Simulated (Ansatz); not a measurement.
Input file for `[BH2][GaH][SiH3]`:

```yaml
crystal:
  periodic: [false, false, false]
  atoms:
    - {symbol: B, position_ang: [-1.485983, 0.688115, -1.467082]}
    - {symbol: Ga, position_ang: [0.336149, 0.689735, -0.510026]}
    - {symbol: Si, position_ang: [0.857484, -0.859011, 1.280882]}
    - {symbol: H, position_ang: [-1.697656, 0.002076, -2.426766]}
    - {symbol: H, position_ang: [-2.412773, 1.334946, -1.068201]}
    - {symbol: H, position_ang: [1.502505, 1.685860, -0.873936]}
    - {symbol: H, position_ang: [2.037135, -1.692396, 0.909265]}
    - {symbol: H, position_ang: [-0.259027, -1.785322, 1.617452]}
    - {symbol: H, position_ang: [1.210767, -0.110204, 2.521210]}
basis:
  gaussian: {orbitals: def2-SVP}
correlation: {method: ccsd_t}
```

```sh
$ ansatz run in.yaml --threads 2 --pin off --events-out ev --progress --plain --max-ram 4352MiB
```

The program prints (abridged):

```
Functional definition: HF
944 factors; integrals over basis functions are off by at most 1.1e-3 eV
mean field evaluation 1: about -60950.6455 eV, gradient 1.5e1 eV
mean field evaluation 2: about -60950.6462 eV, gradient 1.5e1 eV
mean field evaluation 4: about -60951.9690 eV, gradient 3.2e0 eV
mean field evaluation 8: about -60951.9882 eV, gradient 9.8e-5 eV
mean field -60951.98816725 eV, -2239.9442504048 hartree, gradient 6.4e-7 eV, S^2 0.000000; 0 other end points of the search recorded, 0 dependent functions left out
15 core orbitals not correlated: weight in the atoms' cores, before any rotation towards them, 1.000 or more for the frozen orbitals, at most 0.000 for the correlated occupied ones
reference -60951.98816725 eV, -2239.9442504048 hartree; 13, 13 occupied and 66, 66 virtual orbitals, 944 factors
second order -10.85907403 eV of doubles, -0.00000000 eV of singles
cycle   1  -11.40994620 eV  change   -5.5e-1 eV  update   1.0e-1
cycle   2  -11.93546955 eV  change   -5.3e-1 eV  update   3.3e-2
cycle   3  -12.01870649 eV  change   -8.3e-2 eV  update   1.6e-2
cycle   4  -12.01227678 eV  change    6.4e-3 eV  update   4.8e-3
cycle   5  -12.01264486 eV  change   -3.7e-4 eV  update   2.1e-3
cycle   6  -12.01216592 eV  change    4.8e-4 eV  update   8.4e-4
cycle   7  -12.01191930 eV  change    2.5e-4 eV  update   3.3e-4
cycle   8  -12.01203945 eV  change   -1.2e-4 eV  update   1.1e-4
cycle   9  -12.01208580 eV  change   -4.6e-5 eV  update   4.6e-5
cycle  10  -12.01206022 eV  change    2.6e-5 eV  update   2.2e-5
perturbative correction -0.35143576 eV, -0.0129150258 hartree
Total energy: -60964.35166322 eV, -2240.3986005018 hartree
```

It took 4.7 s on 2 threads of an Arm Neoverse V1 on a shared host, with 0.31 GiB of host memory at the peak.

Correlation energy per correlated electron: -0.476 eV. T1 diagnostic: 0.0128.
